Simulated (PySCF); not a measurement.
## Correlation energy of Mo⁺ (molybdenum, charge +1)

[Kr] 4d5, high-spin 6S determinant. Computed with PySCF 2.14 in x2c-TZVPPall with one added diffuse shell each of s, p, d, f type (9s7p7d3f1g, 95 functions), with the spin-free X2C one-electron Hamiltonian (Gaussian nucleus). Frozen: [Kr]; 5 electrons correlated.

```tsv
level	correlation energy (mhartree)
CCSD	-65.83
(T)	-1.16
CCSD(T)	-66.99
```

Diagnostics: T1 = 0.0028, D1 = 0.0039, largest double amplitude 0.025.

**Question.** Is a single reference adequate?

**Answer.** Yes, within this model without spin-orbit coupling: T1 lies below 0.03 and no double amplitude reaches 0.07.
